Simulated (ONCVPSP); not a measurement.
## Si: one change to an ONCV potential, before and after

| Item | Value |
| --- | --- |
| Element | silicon |
| Generator | ONCVPSP 4.0.1 |
| Type | optimised norm-conserving Vanderbilt (ONCV) |
| Functional | PBE |
| Relativity | scalar-relativistic |
| Frozen core | [Ne] |
| Valence charge | 4 |
| Reference configuration | 3s2 3p2 |
| Partial waves | 3s: rc 1.75 bohr, ncon 3, nbas 8, qcut 4.2 1/bohr, 1 projector; 3p: rc 2.05 bohr, ncon 5, nbas 9, qcut 3.2 1/bohr, 3 projectors, debl 3.5 Ha; d scattering state at 0.02 Ha: rc 1.80 bohr, ncon 4, nbas 7, qcut 5.3 1/bohr, 3 projectors, debl 0.3 Ha |
| Local potential | polynomial inside 1.55 bohr (lpopt 1, dvloc0 0 Ha) |
| Core correction | Teter function, fcfact 4.75, rcfact 1.3 |

Change: d: debl 1.3.

Cutoffs: the cutoffs (Ha) at which the residual kinetic energy of the hardest occupied pseudo-wave falls to 1 and 0.1 mHa per electron; they do not see the model core or the augmentation charge, which bear on the density cutoff. Errors are all-electron minus pseudo energies relative to the spin-unpolarised reference configuration.

Question: What does the change do?

Answer: The potential gets neither clearly harder nor softer (7.2 Ha and 12 Ha → 7.2 Ha and 12 Ha); the bound ghost in d disappears; the errors of the 4 common tests hardly move.

```csv
quantity,base,changed
"cutoff, loose",7.2 Ha,7.2 Ha
"cutoff, tight",12 Ha,12 Ha
bound ghosts,d,none
GHOST(+) flags under 300 eV,none,d at 226.6 eV
"error for 3s2 3p1, meV [ΔE 7.74 eV]",+1.9,+1.9
"error for 3s2 3p0, meV [ΔE 23.73 eV]",+20,+20
"error for 3s1 3p0, meV [ΔE 57.70 eV]",+93,+93
"error for 3s1 3p2, meV [ΔE 15.17 eV]",+1.8,+1.8
s: phases at 1.78 bohr within 0.05 rad from the reference energy up to (Ha; the scan ends near 5),1.3,1.3
p: phases at 2.08 bohr within 0.05 rad from the reference energy up to (Ha; the scan ends near 5),to the end of the scan,to the end of the scan
d: phases at 1.83 bohr within 0.05 rad from the reference energy up to (Ha; the scan ends near 5),4.0,to the end of the scan
"rms error of d²Exc/dni dnj with the model core, mHa",0.12,0.12
```

Base: The cutoffs count occupied waves only; projector 3 of the p channel, the hardest unoccupied one, needs 24 Ha at the loose tolerance. Changed file: The cutoffs count occupied waves only; projector 3 of the p channel, the hardest unoccupied one, needs 24 Ha at the loose tolerance. A true bound ghost makes a file unfit for plane-wave use even where its test errors are small: the radial tests pick states by their node count and pass the ghost by.
